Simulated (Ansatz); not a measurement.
Diatomic AsO+, closed-shell singlet (lowest of 2S+1 = 1, 3, 5 at CCSD(T)/def2-TZVPP on PBE0 minima; our sources give no spin for the ground state, which may be another). No spin–orbit coupling. As is treated without relativity.

The constants come from a fifth-degree fit in 1/R (seven points, main isotopes). In def2 and cc sets the state is the lowest found near the PBE0 minimum, followed along R. The singlet is held restricted.

Correlated levels freeze the inner cores; with def2 sets outer-core shells near the valence are correlated too.

Run with Ansatz (a first-principles code) with Gaussian orbitals. Each number belongs to the level named beside it.

Energies at B2PLYP/def2-TZVPP:

```json
[
 {"R (Å)": "1.448338", "E (hartree)": "-2310.35167591"},
 {"R (Å)": "1.487272", "E (hartree)": "-2310.36491190"},
 {"R (Å)": "1.523091", "E (hartree)": "-2310.37223653"},
 {"R (Å)": "1.563582", "E (hartree)": "-2310.37604192"},
 {"R (Å)": "1.604074", "E (hartree)": "-2310.37609900"},
 {"R (Å)": "1.650794", "E (hartree)": "-2310.37261718"},
 {"R (Å)": "1.705302", "E (hartree)": "-2310.36507963"}
]
```

Task: With a reduced mass of 13.1809 u, find the minimum, the force constant and the constants.

Result: A fifth-degree polynomial in 1/R puts the minimum at r_e = 1.5841 Å with force constant 872 N/m. Then ω_e = (1/2πc)√(k/μ) = 1060 cm⁻¹ and B_e = h/(8π²cμr_e²) = 0.5097 cm⁻¹; the cubic and quartic terms give α_e = 0.0035 and ω_e x_e = 5.8 cm⁻¹.
